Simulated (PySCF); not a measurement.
Isomers of C5H15NSi2, mass 145.074 u with the commonest isotopes. The calculation used PBE0-D3(BJ)/def2-SVP geometry optimisation, gas phase in PySCF 2.14.0. One conformer each, none proved a minimum here; rigid rotors.

**Question.** Order these by dipole moment, smallest first.
A. `[CH3:1][CH2:2][CH2:3][Si@H:4]1[CH2:5][CH2:6][SiH2:7][NH:8]1` with C1–C2–C3–Si4 179°, C2–C3–Si4–C5 66°, C3–Si4–C5–C6 148°, Si4–C5–C6–Si7 -35°, C5–C6–Si7–N8 27°, C6–Si7–N8–Si4 -8°
B. `[CH3:1][CH2:2]/[CH:3]=[CH:4]\[SiH2:5][NH:6][SiH2:7][CH3:8]` with C1–C2–C3–C4 -122°, C3–C4–Si5–N6 145°, C4–Si5–N6–Si7 117°, Si5–N6–Si7–C8 -110°
C. `[CH3:1][CH2:2][CH2:3][C@@H:4]1[CH2:5][SiH2:6][NH:7][SiH2:8]1` with C1–C2–C3–C4 -178°, C2–C3–C4–C5 -62°, C3–C4–C5–Si6 -164°, C4–C5–Si6–N7 30°, C5–Si6–N7–Si8 -10°, Si6–N7–Si8–C4 -9°
D. `[CH3:1][SiH2:2]/[CH:3]=[CH:4]\[SiH2:5][N:6]([CH3:7])[CH3:8]` with C1–Si2–C3–C4 -99°, C3–C4–Si5–N6 48°, C4–Si5–N6–C7 -144°
E. `[CH2:1]=[CH:2][Si@@H:3]([CH2:4][CH2:5][CH3:6])[SiH2:7][NH2:8]` with C1–C2–Si3–C4 -116°, C2–Si3–C4–C5 54°, Si3–C4–C5–C6 61°, C2–Si3–Si7–N8 84°, Si3–Si7–N8–H -43° and 178°

**Answer.** C (0.12 D), A (0.75 D), E (1.02 D), D (1.35 D), B (1.67 D).

**Question.** Order these by rotational constant B, largest first.
A. `[CH3:1][CH2:2][CH2:3][C@@H:4]1[CH2:5][SiH2:6][NH:7][SiH2:8]1` with C1–C2–C3–C4 -178°, C2–C3–C4–C5 -62°, C3–C4–C5–Si6 -164°, C4–C5–Si6–N7 30°, C5–Si6–N7–Si8 -10°, Si6–N7–Si8–C4 -9°
B. `[CH3:1][CH2:2]/[CH:3]=[CH:4]\[SiH2:5][NH:6][SiH2:7][CH3:8]` with C1–C2–C3–C4 -122°, C3–C4–Si5–N6 145°, C4–Si5–N6–Si7 117°, Si5–N6–Si7–C8 -110°
C. `[CH3:1][SiH2:2]/[CH:3]=[CH:4]\[SiH2:5][N:6]([CH3:7])[CH3:8]` with C1–Si2–C3–C4 -99°, C3–C4–Si5–N6 48°, C4–Si5–N6–C7 -144°
D. `[CH3:1][CH2:2][CH2:3][Si@H:4]1[CH2:5][CH2:6][SiH2:7][NH:8]1` with C1–C2–C3–Si4 179°, C2–C3–Si4–C5 66°, C3–Si4–C5–C6 148°, Si4–C5–C6–Si7 -35°, C5–C6–Si7–N8 27°, C6–Si7–N8–Si4 -8°
E. `[CH2:1]=[CH:2][Si@@H:3]([CH2:4][CH2:5][CH3:6])[SiH2:7][NH2:8]` with C1–C2–Si3–C4 -116°, C2–Si3–C4–C5 54°, Si3–C4–C5–C6 61°, C2–Si3–Si7–N8 84°, Si3–Si7–N8–H -43° and 178°

**Answer.** C (1089 MHz), E (933.2 MHz), A (714.1 MHz), D (641.8 MHz), B (441.9 MHz).

**Question.** Order these by out-of-plane moment Σ m c² = (Ia + Ib − Ic)/2, smallest first.
A. `[CH3:1][CH2:2][CH2:3][C@@H:4]1[CH2:5][SiH2:6][NH:7][SiH2:8]1` with C1–C2–C3–C4 -178°, C2–C3–C4–C5 -62°, C3–C4–C5–Si6 -164°, C4–C5–Si6–N7 30°, C5–Si6–N7–Si8 -10°, Si6–N7–Si8–C4 -9°
B. `[CH3:1][CH2:2][CH2:3][Si@H:4]1[CH2:5][CH2:6][SiH2:7][NH:8]1` with C1–C2–C3–Si4 179°, C2–C3–Si4–C5 66°, C3–Si4–C5–C6 148°, Si4–C5–C6–Si7 -35°, C5–C6–Si7–N8 27°, C6–Si7–N8–Si4 -8°
C. `[CH3:1][SiH2:2]/[CH:3]=[CH:4]\[SiH2:5][N:6]([CH3:7])[CH3:8]` with C1–Si2–C3–C4 -99°, C3–C4–Si5–N6 48°, C4–Si5–N6–C7 -144°
D. `[CH2:1]=[CH:2][Si@@H:3]([CH2:4][CH2:5][CH3:6])[SiH2:7][NH2:8]` with C1–C2–Si3–C4 -116°, C2–Si3–C4–C5 54°, Si3–C4–C5–C6 61°, C2–Si3–Si7–N8 84°, Si3–Si7–N8–H -43° and 178°
E. `[CH3:1][CH2:2]/[CH:3]=[CH:4]\[SiH2:5][NH:6][SiH2:7][CH3:8]` with C1–C2–C3–C4 -122°, C3–C4–Si5–N6 145°, C4–Si5–N6–Si7 117°, Si5–N6–Si7–C8 -110°

**Answer.** A (18.38 u·Å²), B (35.77 u·Å²), E (37.83 u·Å²), C (81.32 u·Å²), D (102.95 u·Å²).

| SMILES | point group | Ia (u·Å²) | Ib (u·Å²) | Ic (u·Å²) | κ | μa (D) | μb (D) | μc (D) |
| --- | --- | --- | --- | --- | --- | --- | --- | --- |
| C[SiH2]/C=C\[SiH2]N(C)C | C1 | 309.02 | 463.92 | 610.29 | -0.35 | 0.32 | 0.83 | 1.01 |
| CCC[Si@H]1CC[SiH2]N1 | C1 | 144.57 | 787.38 | 860.42 | -0.96 | 0.72 | 0.14 | 0.15 |
| CC/C=C\[SiH2]N[SiH2]C | C1 | 124.22 | 1143.60 | 1192.17 | -0.99 | 0.87 | 1.08 | 0.93 |
| C=C[Si@@H](CCC)[SiH2]N | C1 | 326.17 | 541.54 | 661.81 | -0.57 | 0.24 | 0.82 | 0.57 |
| CCC[C@@H]1C[SiH2]N[SiH2]1 | C1 | 179.97 | 707.70 | 850.91 | -0.89 | 0.10 | 0.06 | 0.04 |
